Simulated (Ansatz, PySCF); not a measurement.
CCl3, SMILES Cl[C](Cl)Cl (connectivity only; charge and spin as stated), charge +1, multiplicity 1.

Geometry optimised at PBE0-D3(BJ)/def2-SVP. The spin state was assumed, not searched. The isomer is the one that the SMILES or the coordinates give; other isomers of the formula were not compared.

Vertical ionisation energy (IE) and electron affinity (EA) in eV. Rows of orbital energies are one-electron estimates. Where ΔSCF, EOM or ADC give a negative EA the extra electron is unbound and the value depends on the basis.

```tsv
level	IE	EA
−ε(HOMO), −ε(LUMO), B3LYP/def2-TZVPD (PySCF)	15.16	10.17
−ε(HOMO), −ε(LUMO), PBE/def2-TZVPD (PySCF)	[?]	[?]
ADC(2)/aug-cc-pVDZ (PySCF)	17.48	8.54
ΔSCF, CAM-B3LYP/def2-SVPD (Ansatz), final states of multiplicity 2 and 2	18.19	8.17
ΔSCF, PBE/def2-SVPD (Ansatz), final states of multiplicity 2 and 2	17.41	7.73
```

Question: Complete the blanks. (The exact figures need the calculation; the answer reports its results.)

Answer: 
- −ε(HOMO), −ε(LUMO), PBE/def2-TZVPD (PySCF), IE: 13.98
- −ε(HOMO), −ε(LUMO), PBE/def2-TZVPD (PySCF), EA: 10.79

Question: What vertical singlet–triplet gap does ΔSCF give with CAM-B3LYP/def2-SVPD (Ansatz, an electronic-structure program) and with PBE/def2-SVPD (Ansatz)? (An estimate is asked for; the answer gives what the named calculation found.)

Answer: 3.52 and 3.22 eV (triplet above singlet where positive).

Question: Beyond the first one, list the lowest photoelectron lines from ADC(2)/aug-cc-pVDZ (PySCF) with their pole strengths (two spins summed). (The exact figures need the calculation; the answer reports its results.)

Answer: 18.43 eV (1.79), 18.43 eV (1.79), 18.75 eV (1.78), 18.75 eV (1.78), 21.81 eV (1.74).
